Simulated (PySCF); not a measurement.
## Energy of C⁺ (carbon, charge +1) between two integer charges

The 2p alpha orbital of [He] 2s2 2p1 is emptied in steps (occupation f), with all orbitals relaxed, ending at [He] 2s2. Calculation: PySCF 2.14, in jorge-DZP-DKH (4s2p1d, 15 functions); scalar relativity by spin-free X2C-1e. The exact energy is a straight line in f; departures are measured from the line between the end points of the same method.

```tsv
f	UHF (eV)	LDA (eV)	PBE (eV)	PBE0 (eV)	r2SCAN (eV)	LC-wPBE (eV)	BHandHLYP (eV)	wB97X (eV)	B3LYP (eV)	MN15 (eV)
1	0.000	0.000	0.000	0.000	0.000	0.000	0.000	0.000	0.000	0.000
0.75	0.128	-1.302	-1.289	-0.939	-1.175	-0.378	-0.598	-0.419	-1.018	-0.786
0.5	0.166	-1.743	-1.722	-1.251	-1.553	-0.499	-0.793	-0.551	-1.354	-1.048
0.25	0.122	-1.308	-1.287	-0.934	-1.152	-0.367	-0.589	-0.403	-1.009	-0.786
0	0.000	0.000	0.000	0.000	0.000	0.000	0.000	0.000	0.000	0.000
```

Q: For wB97X, how does the orbital energy at f = 1 compare with the removal energy?

A: −ε = 22.374 eV against a total-energy difference of 24.622 eV. By Janak's theorem ε = ∂E/∂f, so the gap between them reflects the curvature. Along the path −ε is 23.520 (f = 0.75), 24.661 (f = 0.5), 25.750 (f = 0.25) eV.

| method | E(f=0) − E(f=1) (eV) | −ε at f=1 (eV) | −ε at f=0.5 (eV) |
| --- | --- | --- | --- |
| UHF | 24.157 | 24.855 | 24.141 |
| LDA | 24.736 | 17.834 | 24.721 |
| PBE | 24.824 | 17.978 | 24.828 |
| PBE0 | 24.812 | 19.809 | 24.826 |
| r2SCAN | 24.970 | 18.663 | 25.035 |
| LC-wPBE | 24.965 | 22.942 | 24.992 |
| BHandHLYP | 24.856 | 21.660 | 24.877 |
| wB97X | 24.622 | 22.374 | 24.661 |
| B3LYP | 25.006 | 19.582 | 25.029 |
| MN15 | 24.351 | 20.161 | 24.353 |

Reference removal energy between the ground levels: 24.383 eV (measured; NIST Atomic Spectra Database, ionization energies). The calculation has no spin-orbit coupling. UHF lacks correlation.
